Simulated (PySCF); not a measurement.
Dipole moment and polarisability of `C#C/C=C(F)\C=C\C=C`

C₈H₇F.
SMILES with atom numbers: `[CH:1]#[C:2]/[CH:3]=[C:4]([F:5])\[CH:6]=[CH:7]\[CH:8]=[CH2:9]` (hydrogens: H10 on C1; H11 on C3; H12 on C6; H13 on C7; H14 on C8; H15, H16 on C9)

Cartesian coordinates in Å at the GFN2-xTB level; atoms count from 1:
```
atom  x, y, z in Å
C1    -3.2240    2.0774   -0.2660
C2    -2.9073    0.9393   -0.0406
C3    -2.5829   -0.3968    0.2294
C4    -1.3182   -0.8586    0.2588
F5    -1.1410   -2.1737    0.5351
C6    -0.1254   -0.0994    0.0264
C7     1.1166   -0.6161    0.0677
C8     2.3047    0.1565   -0.1656
C9     3.5337   -0.3555   -0.1216
H10   -3.4915    3.0721   -0.4637
H11   -3.4063   -1.0709    0.4218
H12   -0.2884    0.9469   -0.1909
H13    1.2516   -1.6671    0.2871
H14    2.1599    1.2065   -0.3852
H15    3.7028   -1.3974    0.0948
H16    4.4081    0.2458   -0.2992
```

Level: CAM-B3LYP/def2-SVPD (PySCF), static field, nuclei fixed, core orbitals frozen in the response. The polarisability tensor in these axes (au):

```
x   199.46 -33.92  -0.66
y   -33.92 102.19  -7.74
z    -0.66  -7.74  59.14
```

Q: Give the principal values, the mean and the anisotropy Δα = √{½[(α1 − α2)² + (α2 − α3)² + (α1 − α3)²]}.

A: Principal values 57.44, 93.22 and 210.15 au; mean 120.27 au = 17.82 Å³ = 19.83 × 10⁻⁴⁰ C²·m²/J; Δα = 138.33 au (115 % of the mean).

Q: What is the dipole moment, and where does it point?

A: (1.07, 1.05, -0.29) D, 1.53 D in size, pointing from the negative to the positive side. Measured along this direction, the outermost atoms are H11 at the negative end and H16 at the positive end.

Q: In a dilute gas of rigid molecules at 250 K, how does the orientational term μ²/3kT compare with the electronic polarisability?

A: In Gaussian units μ²/3kT = 22.58 Å³ against 17.82 Å³, a ratio of 1.27; the Debye molar polarisation (4π/3)N_A(α + μ²/3kT) is 101.9 cm³/mol, leaving out the vibrational part.

Q: Refractivity n − 1 of an ideal gas of it at 350 K and 1 atm, from the electronic α?

A: N = p/kT = 2.0968 × 10¹⁹ cm⁻³, so n − 1 = 2π × N × 17.82 × 10⁻²⁴ cm³ = 2348 × 10⁻⁶ at long wavelengths, for an ideal gas.

Q: Find the Langevin capture rate constant for H3O+ (19.018 u) meeting this molecule (122.053 u), k = 2.342 × 10⁻⁹ cm³/s × √(α in Å³ / reduced mass in u).

A: The reduced mass is 16.45 u, so k = 2.44 × 10⁻⁹ cm³/s. The formula leaves out the permanent dipole, which adds to the capture rate.

Q: What depolarisation ratio follows for Rayleigh scattering of linearly polarised light, taking the static tensor?

A: ρ = 3Δα²/(45ᾱ² + 4Δα²) = 57407.3/(650880 + 76543.0) = 0.0789.

Q: Give the principal axes and the span of the nuclei along them.

A: Largest value along (0.95, -0.30, 0.01), where the nuclei span 8.39 Å; middle along (0.30, 0.93, -0.22), 4.40 Å; least along (0.05, 0.21, 0.98), 0.01 Å. The response follows the extents in order.

The structure is a single GFN2-xTB conformer in the gas phase; no vibrational or solvent corrections.

The run behind these numbers computed excited states as well. Time: 48 s of wall time. Hardware: one thread, Arm Neoverse V2, shared host.
